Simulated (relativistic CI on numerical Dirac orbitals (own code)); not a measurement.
**Hyperfine structure of Os¹⁸⁺, mass number 187**

Method of calculation: Dirac-Coulomb-Breit CI, KLI orbitals optimised for each configuration, model QED, unscaled Slater integrals (own radial code, finite nucleus).

CI space (outside the closed core [Ar] 3d10): 4s2.4p6.4d10.4f12, 4s2.4p6.4d10.4f11.5s, 4s2.4p6.4d10.4f10.5s2, 4s2.4p6.4d10.4f10.5s.5p, 4s2.4p6.4d10.4f11.5p, 4s2.4p6.4d9.4f13, 4s2.4p6.4d8.4f14, 4s2.4p6.4d10.4f11.6s, 4s2.4p6.4d10.4f11.5f, 4s2.4p6.4d10.4f11.6p, 4s2.4p6.4d9.4f12.5s, 4s2.4p5.4d10.4f13, 4s.4p6.4d10.4f13, 4s2.4p4.4d10.4f14, 4s.4p6.4d10.4f11.5s2, 4p6.4d10.4f14. Levels of other configurations are missing.

Nuclear spin I = 1/2, μ = 0.06442 μN (tables of Stone and Pyykkö). The electronic factors are computed for point nuclear moments, without core polarisation or the Bohr-Weisskopf and QED corrections.

```tsv
Level	E (cm⁻¹)	A (MHz)
4s2.4p6.4d10.4f12 3H_6	0.0	246
4s2.4p6.4d10.4f12 3F_4	9085.8	247.3
4s2.4p6.4d10.4f12 3H_5	21251.4	325.1
4s2.4p6.4d10.4f12 3F_2	30856.8	309.7
4s2.4p6.4d10.4f12 3F_3	32679.4	289
4s2.4p6.4d10.4f11.5s 5I°_8	63031.7	3368
4s2.4p6.4d10.4f12 1I_6	71023.3	332.6
4s2.4p6.4d10.4f11.5s 5I°_7	73866.4	-1005
```

Levels with J = 0, under 50 % of one LS term, or S terms without an open s electron are left out. Small factors come from cancelling terms and can be off by tens of per cent or more.

At this charge transitions that keep the count of f electrons are usually good to a few per cent. Terms inside the open d or f shell come out 10 to 20 % too wide with unscaled integrals. Levels that differ in their count of f electrons can be misplaced by several ten thousand cm⁻¹, since the correlation energy of f electrons is missing or only estimated; rates across such gaps can be off by orders of magnitude.

(1) Give the hyperfine levels of 4s2.4p6.4d10.4f12 3H_6 relative to its centre of gravity.

Answers

(1) With K = F(F + 1) − I(I + 1) − J(J + 1), E = AK/2: F = 11/2: -860.9, F = 13/2: 737.9 MHz.

LS names give the leading component of a level, which can be under half, so a name can repeat, a term be missing and a line seem to break the LS rules.
